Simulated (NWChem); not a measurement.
System: CH$_{4}$F$_{2}$Si; SMILES FC(F)[SiH3]

```xyz
8

F     -0.1441     1.1424     1.1006
C      0.3917     0.5513     0.0000
F     -0.1441     1.1424    -1.1006
Si    -0.0459    -1.3222     0.0000
H      1.4775     0.7652     0.0000
H      0.5355    -1.9479    -1.2226
H      0.5355    -1.9479     1.2226
H     -1.5296    -1.4490     0.0000
```
Atoms are numbered in this order, from 1.

Level: PBE0/def2-SVP (NWChem), optimised geometry, unscaled harmonic frequencies. 

**Question.** List the harmonic frequencies with IR intensities, and the thermochemistry.

**Answer.** 
| frequency (cm⁻¹) | IR intensity (km/mol) |
|---|---|
| 151 | 0.0 |
| 212 | 1.2 |
| 295 | 13.3 |
| 488 | 19.1 |
| 600 | 5.3 |
| 632 | 46.4 |
| 771 | 30.6 |
| 905 | 182.3 |
| 931 | 28.8 |
| 940 | 43.4 |
| 1124 | 159.7 |
| 1151 | 90.8 |
| 1339 | 42.2 |
| 1375 | 6.9 |
| 2249 | 36.8 |
| 2260 | 99.5 |
| 2271 | 82.3 |
| 3057 | 35.9 |

```yaml
zero_point_energy: 29.6 kcal/mol
thermal correction to the enthalpy at 298.15 K (with zero-point energy): 33.6 kcal/mol
heat capacity Cv: 17.5 cal/(mol K)
entropy at 298.15 K and 1 atm (symmetry number 1): 72.9 cal/(mol K)
dipole_moment: 1.75 D
```

Rigid rotor and harmonic oscillator.
